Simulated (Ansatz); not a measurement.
Reaction (ligand exchange at a Zn–C bond): `[CH3][Zn][Br]` + NH₃ → `[NH2][Zn][Br]` + CH₄

Computed with Ansatz on PBE0-D4/def2-TZVP structures; ΔE is electronic, products minus reactants. CCSD(T)/CBS adds triple-zeta CCSD(T) − MP2 to the extrapolated MP2 energy (def2 sets, frozen cores). This one scheme is used for every species. DFT in def2-TZVPP. For Br, Zn outer-core shells are correlated without core-valence functions, which leaves a few kJ/mol of doubt a bond. Scalar relativity is left out up to krypton. Each species was taken in one conformer, which may not be the lowest.

```
           level  ΔE (kcal/mol)
          PBE-D4           -4.5
        BHLYP-D4           -5.9
          B2PLYP           -5.9
        PBE-QIDH           -5.3
             PBE           -4.5
CCSD(T)/def2-SVP           -5.2
  MP2/def2-QZVPP           -6.0
    HF/CBS(def2)           -7.6
```

Problem. What does CCSD(T)/CBS give? (Estimate.)

Solution. Computed: -5.8 kcal/mol. The listed levels differ from it by 1.3, -0.1, -0.1, 0.5, 1.3, 0.6, -0.2, -1.8 kcal/mol.

Problem. What do rigid-rotor, harmonic-oscillator terms from PBE0-D4/def2-TZVP frequencies (298.15 K, 1 bar) make of the CCSD(T)/CBS value? (Best estimate.)

Solution. The calculation gave: ΔZPE = -0.3 kcal/mol, ΔH = -6.2 kcal/mol, ΔS = -1 J/(mol·K), ΔG = -6.1 kcal/mol.

Largest T1 diagnostic among the species: 0.012.

In def2-TZVPP, CCSD(T) changes the Hartree–Fock value by +1.5 kcal/mol (the triples alone add +0.1 kcal/mol) and MP2 by +1.3 kcal/mol. Leaving LDA and LC-ωPBE aside and taking each functional with its dispersion term where it has one, the values, not all of them listed here, spread over 1.5 kcal/mol, from CAM-B3LYP-D4 to PBE-D4.
